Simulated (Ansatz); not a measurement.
`CB(F)OC(C)=O` and `COB(C)F` differ in one atom or group.

Ansatz, PBE0-D4/def2-TZVP geometries, multiplicity 1. Each molecule was computed in one conformer, which needn't be the lowest.

```
                               property  `CB(F)OC(C)=O`
    HOMO energy (B3LYP/def2-TZVPP) / eV           -8.12
HOMO–LUMO gap (ωB97M-V/def2-TZVPP) / eV           12.51
   HOMO–LUMO gap (PBE0/def2-TZVPP) / eV            7.83
  HOMO–LUMO gap (B3LYP/def2-TZVPP) / eV            7.29
    LUMO energy (B3LYP/def2-TZVPP) / eV           -0.83
  LUMO energy (ωB97M-V/def2-TZVPP) / eV            1.68
```

(1) Give the same properties after the change, and the shifts. (Best estimate.)

Answers

(1) Computed: 
```json
{"property": "HOMO energy (B3LYP/def2-TZVPP) / eV", "`COB(C)F`": "-8.77", "shift": "-0.65"}
{"property": "HOMO–LUMO gap (ωB97M-V/def2-TZVPP) / eV", "`COB(C)F`": "13.48", "shift": "0.97"}
{"property": "HOMO–LUMO gap (PBE0/def2-TZVPP) / eV", "`COB(C)F`": "9.84", "shift": "2.01"}
{"property": "HOMO–LUMO gap (B3LYP/def2-TZVPP) / eV", "`COB(C)F`": "9.27", "shift": "1.98"}
{"property": "LUMO energy (B3LYP/def2-TZVPP) / eV", "`COB(C)F`": "0.49", "shift": "1.32"}
{"property": "LUMO energy (ωB97M-V/def2-TZVPP) / eV", "`COB(C)F`": "2.06", "shift": "0.38"}
```

With PBE0 the HOMO falls by 0.63 eV and the LUMO rises by 1.38 eV, so the gap widens by about 2.01 eV. PBE moves the HOMO by -0.77 eV and ωB97M-V by -0.59 eV.

B3LYP here is the variant with VWN-RPA as its local correlation; programs differ in this.
